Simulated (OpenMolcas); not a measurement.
**Ir V: effect of the active space**

```json
{"Program": "OpenMolcas 26.06", "Method": "MS-CASPT2 or its RAS form, IPEA 0.25 Eh, imaginary shift 0.1 Eh", "Basis": "ANO-RCC-VTZP", "Scalar Hamiltonian": "DKH2, point nucleus", "Spin-orbit coupling": "RASSI with atomic mean-field integrals over the reference wave functions, term energies averaged over their components"}
```

A. 5 electrons in 5 orbitals (5d); 2S+1 = 6 even, 1 root; 2S+1 = 4 even, 24 roots; 2S+1 = 2 even, 75 roots; closed shells correlated: 5s 5p; CASPT2 step of the order of 20 core-seconds
B. 11 electrons in 8 orbitals (RAS1 5p, at most 2 holes; RAS2 5d); 2S+1 = 6 even, 1 root; 2S+1 = 4 even, 24 roots; 2S+1 = 2 even, 75 roots; closed shells correlated: 5s; CASPT2 step roughly 30 core-seconds
C. 5 electrons in 10 orbitals (5d 6d); 2S+1 = 6 even, 1 root; 2S+1 = 4 even, 24 roots; 2S+1 = 2 even, 70 roots; closed shells correlated: 5s 5p; CASPT2 step about 26 core-minutes

Energies in cm-1 above 5d5 6S 5/2.

```csv
Level,A,B,C
5d5 6S 5/2,0.0,0.0,0.0
5d5 4G 7/2 [63 %],23600,23660,23490
5d5 4G 11/2,25050,25020,25060
5d5 4G 9/2,26020,26060,25960
5d5 4P 1/2 [59 %],27700,27900,27520
5d5 4D 7/2 [65 %],30940,31230,30940
5d5 4D 1/2 [65 %],35420,35750,35220
5d5 2I 11/2 [73 %],36810,36710,36670
5d5 2I 13/2,40470,40360,40440
5d5 2H 9/2 [51 %],46720,46780,46650
5d5 2G 7/2(1) [52 %],47740,47930,47340
5d5 2F 7/2(1) [61 %],51650,51920,51390
5d5 2S 1/2,54280,54690,53830
5d5 2H 11/2 [71 %],55960,56020,55900
5d5 2D 3/2(2),61190,61420,62360
5d5 2D 5/2(2) [51 %],66320,66850,67730
5d5 2G 9/2(2),68240,68380,68190
5d5 2G 7/2(2),70580,70720,70220
```

The spin-orbit steps hold different terms of 5d5 (C lacks a 2D), which shifts levels as well.

Among A to C the level of the table that moves most is 5d5 2D 5/2(2) [51 %], by 1400 cm-1 (lowest in A, highest in C). Moves below CASPT2's spread within the term are not significant.

Term energies are means over components that CASPT2 splits; among the terms shown or strongly mixed into the levels shown the widest spread is 530 cm-1 (5d5 2H, C). Blocks of more than 70 roots (2S+1 = 2 even) ran without multistate coupling (holds for A; B). Active for correlation alone: 5p; no level in the range computed is led by a configuration that opens it, so any true level of that kind is missing (holds for B). Active for correlation alone: 6d; no level in the range computed is led by a configuration that fills it, so any true level of that kind is missing (holds for C). Levels of configurations outside the active space are missing. The table leaves out levels that lie high or whose names do not pair safely across all columns.

A share in square brackets marks a mixed level and gives the weight of the term that names it, the lowest over the columns. A number in round brackets counts repeated terms of one configuration in the order of the reference energies.
